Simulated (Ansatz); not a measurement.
`[CH3][AlH][c]1ccccc1` and `[Li][c]1ccccc1` differ in one atom or group.

Ansatz, PBE0-D4/def2-TZVP geometries, multiplicity 1. Each molecule was computed in one conformer, which needn't be the lowest.

```json
{"property": "HOMO–LUMO gap (PBE0/def2-TZVPP) / eV", "`[CH3][AlH][c]1ccccc1`": "5.96"}
{"property": "size of the dipole moment (B3LYP/def2-TZVPP) / D", "`[CH3][AlH][c]1ccccc1`": "0.78"}
{"property": "LUMO energy (B3LYP/def2-TZVPP) / eV", "`[CH3][AlH][c]1ccccc1`": "-1.52"}
{"property": "LUMO energy (ωB97M-V/def2-TZVPP) / eV", "`[CH3][AlH][c]1ccccc1`": "0.34"}
{"property": "HOMO energy (ωB97M-V/def2-TZVPP) / eV", "`[CH3][AlH][c]1ccccc1`": "-9.39"}
{"property": "LUMO energy (PBE/def2-TZVPP) / eV", "`[CH3][AlH][c]1ccccc1`": "-2.12"}
```

Task: What does the change do to each property? (An estimate is asked.)

Result: Computed: 
| property | `[Li][c]1ccccc1` | shift |
| --- | --- | --- |
| HOMO–LUMO gap (PBE0/def2-TZVPP) / eV | 4.34 | -1.62 |
| size of the dipole moment (B3LYP/def2-TZVPP) / D | 6.60 | 5.82 |
| LUMO energy (B3LYP/def2-TZVPP) / eV | -1.47 | 0.05 |
| LUMO energy (ωB97M-V/def2-TZVPP) / eV | -0.66 | -1.00 |
| HOMO energy (ωB97M-V/def2-TZVPP) / eV | -7.82 | 1.57 |
| LUMO energy (PBE/def2-TZVPP) / eV | -1.69 | 0.43 |

With PBE0 the HOMO rises by 1.79 eV and the LUMO rises by 0.17 eV, so the gap narrows by about 1.62 eV. PBE moves the HOMO by 2.08 eV and ωB97M-V by 1.57 eV. Dipoles are sizes alone; their direction can turn.

B3LYP here is the variant with VWN-RPA as its local correlation; programs differ in this.
